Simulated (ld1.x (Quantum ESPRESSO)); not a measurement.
**Scattering properties, TM potential for Si**

ld1.x (Quantum ESPRESSO) 7.5 input, shortened:

```
&input
   title='Si', zed=14., rel=0, dft='PW91', iswitch=3,
   config='[Ne] 3s2 3p2'
 /
 &inputp
   pseudotype=2, tm=.true., lloc=-1, rcloc=1.40,
   nlcc=.true., new_core_ps=.true., rcore=0.80
 /
2
3S  1  0   2.00   0.00  1.30  1.30  0.0
3P  2  1   2.00   0.00  1.50  1.50  0.0
 &test
   configts(1)='3s2 3p2'
 /
```

The phase is arctan(r·u′/u) with u = r·R(r), unwrapped; energies in Ry, scanned from -3 to 5 Ry. A pole is an energy at which the radial function vanishes at the test radius. The pseudo phase is shifted by a multiple of π to meet the all-electron one at the reference energy, and phase errors are pseudo minus all-electron; the curves can meet again beyond the range given. Levels narrower than the energy grid can be missing from the lists of poles.

| channel | radius (bohr) | reference energy (Ry) | poles, all-electron | poles, pseudo | unbroken range about the reference energy with phases within 0.05 rad | phase error 1 Ry above the reference energy (rad) |
| --- | --- | --- | --- | --- | --- | --- |
| s | 1.66 | -0.79 | none | 2.36 | below 0.4 | -0.037 |
| p | 1.66 | -0.30 | none | 4.28 | below 1.0 | -0.031 |

Phases in the s channel:

```tsv
E (Ry)	all-electron	pseudo
-3.00	1.081	1.069
-2.76	1.047	1.036
-2.52	1.008	0.997
-2.28	0.960	0.950
-2.04	0.903	0.894
-1.80	0.834	0.826
-1.56	0.747	0.741
-1.32	0.638	0.634
-1.08	0.500	0.498
-0.84	0.329	0.329
-0.60	0.122	0.121
-0.36	-0.108	-0.115
-0.12	-0.342	-0.360
0.12	-0.556	-0.588
0.36	-0.737	-0.783
0.60	-0.883	-0.942
0.84	-1.000	-1.071
1.08	-1.092	-1.175
1.32	-1.166	-1.263
1.56	-1.227	-1.339
1.80	-1.277	-1.409
2.04	-1.319	-1.476
2.28	-1.355	-1.545
2.52	-1.386	-1.625
2.76	-1.413	-1.730
3.00	-1.437	-1.889
3.24	-1.458	-2.188
3.48	-1.477	-2.825
3.72	-1.494	-3.615
3.96	-1.510	-4.031
4.20	-1.524	-4.227
4.44	-1.538	-4.338
4.68	-1.551	-4.409
4.92	-1.563	-4.459
```
